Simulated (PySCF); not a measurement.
Compound: C6H8FO2 (charge -1).
Numbering: `[CH2:1]=[CH:2][C@@H:3]([CH2:4][F:5])[CH2:6][C:7](=[O:8])[O-:9]` (hydrogens: H10, H11 on C1; H12 on C2; H13 on C3; H14, H15 on C4; H16, H17 on C6)

Computed geometry: GFN2-xTB, gas phase.

Give the optimised bond lengths and angles.

```tsv
bond	length (Å)	order
C1=C2	1.320	double
C2–C3	1.496	single
C3–C4	1.527	single
C4–F5	1.389	single
C3–C6	1.534	single
C6–C7	1.597	single
C7=O8	1.237	double
C7–O9	1.237	single
C1–H10	1.081	single
C1–H11	1.079	single
C2–H12	1.082	single
C3–H13	1.101	single
C4–H14	1.093	single
C4–H15	1.091	single
C6–H16	1.093	single
C6–H17	1.093	single
```

Orders are formal, as drawn. A selection of angles:
```tsv
angle	degrees
C1–C2–C3	124.7
C2–C3–C4	110.3
C2–C3–C6	109.8
C4–C3–C6	108.4
C3–C4–F5	111.2
C3–C6–C7	110.9
C6–C7–O8	114.8
C6–C7–O9	115.8
O8–C7–O9	129.4
```

Dihedral angles: C1–C2–C3–C4 113° (anticlinal); C2–C3–C4–F5 -74° (synclinal); C2–C3–C6–C7 -74° (synclinal); C3–C6–C7–O8 -105° (anticlinal).

Of the pairs four or more bonds apart, O9···H12 is among the closest relative to their van der Waals radii: 2.32 Å, 85 % of the sum of Bondi's values. C7 (carboxylate carbon) is planar (angles 129.4°, 115.8° and 114.8°, sum 360.0°, 0.01 Å off the plane of its three neighbours). C2 (alkene CH carbon) is planar (angles 124.7°, 121.7° and 113.5°, sum 360.0°, 0.01 Å off the plane of its three neighbours). The 5 C–C bonds span 1.320 Å (C1=C2, drawn double) to 1.597 Å (C6–C7, drawn single), a spread of 0.277 Å. C1 (terminal =CH2 carbon) is planar (angles 122.2°, 121.9° and 115.9°, sum 360.0°, 0.00 Å off the plane of its three neighbours).

Point group: C1 (no symmetry element, even within 0.4 Å). Not checked by GFN2-xTB frequencies.

One conformer stands for the species.
